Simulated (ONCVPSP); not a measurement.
# Cutoff test, copper (Cu), ONCV

```
Element                 : copper (Cu)
Generator               : ONCVPSP 4.0.1
Type                    : optimised norm-conserving Vanderbilt (ONCV)
Functional              : LDA (Perdew-Wang 92)
Relativity              : scalar-relativistic
Frozen core             : [Ne]
Valence charge          : 19
Reference configuration : 3s2 3p6 3d10 4s1
Partial waves           : 3s+4s: rc 1.25 bohr, ncon 4, nbas 9, qcut 8.8 1/bohr, 2 projectors; 3p: rc 1.05 bohr, ncon 4, nbas 8, qcut 16.2 1/bohr, 2 projectors, debl 2 Ha; 3d: rc 1.00 bohr, ncon 3, nbas 7, qcut 14.9 1/bohr, 2 projectors, debl 2.5 Ha
Local potential         : polynomial inside 0.90 bohr (lpopt 5, dvloc0 0 Ha)
Core correction         : Teter function fitted to the true core (icmod 2), fcfact 0.55
```

In the p channel the program set the typed energies aside and used -2.647, 0.250 Ha.

For each optimised wave give the share of its norm inside rc, the residual kinetic energy above qcut (Ha) and the cutoffs (Ha) for errors of 10, 1, 0.1 and 0.01 mHa per electron.

```
         wave  norm inside rc  residual KE  10 mHa  1 mHa  0.1 mHa  0.01 mHa
           3s           0.958      1.3e-05    12.2   23.7     32.5      44.4
           4s           0.037      1.0e-05     8.7   13.9     31.0      39.3
           3p           0.846      1.4e-08    36.6   45.9     54.1      63.3
p projector 2           0.036      5.4e-10    25.9   36.9     45.8      54.7
           3d           0.596      1.4e-05    74.2   87.9     99.1     175.0
d projector 2           0.057      3.7e-06    67.1   84.1     96.9     107.0
```

The occupied waves need 88 Ha and 99 Ha for 1 and 0.1 mHa. 1 of 4 tests not solved or not reliable.
